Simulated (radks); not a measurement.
Problem. The mean radii <r> (bohr) of the occupied orbitals of an atom or ion are listed with their occupations. Calculated with a radial shooting solver on a logarithmic mesh with Libxc functionals: scalar-relativistic Kohn-Sham, PBEsol, spin-polarised, spherical densities, finite nucleus; Fermi nuclear charge, rms radius of each element as measured or else 0.836 A^(1/3) + 0.57 fm.

| orbital | occ. | <r> |
|---|---|---|
| 1s down | 1 | 0.03430 |
| 1s up | 1 | 0.03430 |
| 2s up | 1 | 0.1497 |
| 2s down | 1 | 0.1497 |
| 2p up | 3 | 0.1304 |
| 2p down | 3 | 0.1304 |
| 3s up | 1 | 0.4157 |
| 3s down | 1 | 0.4157 |
| 3p up | 3 | 0.4166 |
| 3p down | 3 | 0.4165 |
| 3d up | 5 | 0.3992 |
| 3d down | 5 | 0.3990 |
| 4s up | 1 | 1.055 |
| 4s down | 1 | 1.050 |
| 4p up | 3 | 1.165 |
| 4p down | 3 | 1.160 |
| 4d up | 4 | 1.585 |
| 5s up | 1 | 2.884 |
| 5s down | 1 | 3.030 |
| 5d up | 1 | 9.171 |

Name the element and its charge. Open shells, if any, are filled with parallel spins first.

Solution. Z = 43, technetium, charge 0: Tc in [Kr] 4d4 5s2 5d1. The 1s radius gives Z: for a bare nucleus <r> = (2 gamma + 1)/(2Z) with gamma = sqrt(1 - (Z/c)^2), 0.03371 bohr for Z = 43, and screening makes it slightly larger (0.03430 here). The occupations add up to 43, and the charge is Z minus that.
